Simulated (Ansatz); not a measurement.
Reaction (ligand exchange at the Si–Br bond): `N[SiH](Cl)Br` + HCl → `N[SiH](Cl)Cl` + HBr

Calculated with Ansatz (gas phase, PBE0-D4/def2-TZVP geometries, no zero-point term in ΔE). CBS: MP2 limit from def2 TZ/QZ plus the TZ coupled-cluster correction, frozen cores. This one scheme is used for every species. DFT in def2-TZVPP. B3LYP here is the variant with VWN-RPA as its local correlation; programs differ in this. For Br outer-core shells are correlated without core-valence functions, which leaves a few kJ/mol of doubt a bond. Scalar relativity is left out up to krypton. Each species was taken in one conformer, which may not be the lowest.

Task: Is it downhill or uphill in electronic energy at CCSD(T)/CBS, and by how much? (Best estimate.)

Result: Ansatz gave: Downhill: ΔE = -0.04 eV.

Task: What do these levels give: LDA (SPW92), r2SCAN-D4, B97M-V, ωB97M-V, BLYP, B3LYP, CAM-B3LYP, CCSD(T)/def2-SVP, HF/def2-TZVPP, SCS-MP2/def2-TZVPP, MP2/def2-QZVPP, CCSD/CBS(def2)? (Estimate.)

Result: Ansatz gave: LDA (SPW92) -0.06, r2SCAN-D4 -0.06, B97M-V -0.10, ωB97M-V -0.07, BLYP -0.09, B3LYP -0.08, CAM-B3LYP -0.10, CCSD(T)/def2-SVP -0.09, HF/def2-TZVPP -0.08, SCS-MP2/def2-TZVPP -0.06, MP2/def2-QZVPP -0.03, CCSD/CBS(def2) -0.04 eV.

Task: What do rigid-rotor, harmonic-oscillator terms from PBE0-D4/def2-TZVP frequencies (298.15 K, 1 bar) make of the CCSD(T)/CBS value? (An estimate is asked.)

Result: Ansatz gave: ΔZPE = -0.01 eV, ΔH = -0.05 eV, ΔS = 0 J/(mol·K), ΔG = -0.05 eV.

Largest T1 diagnostic among the species: 0.009.

Leaving LDA and LC-ωPBE aside and taking each functional with its dispersion term where it has one, the values, not all of them listed here, spread over 0.06 eV, from B97M-V to HSE06-D4. At CCSD(T), def2-SVP lies −0.06 eV from the extrapolated value and def2-TZVPP −0.02 eV.
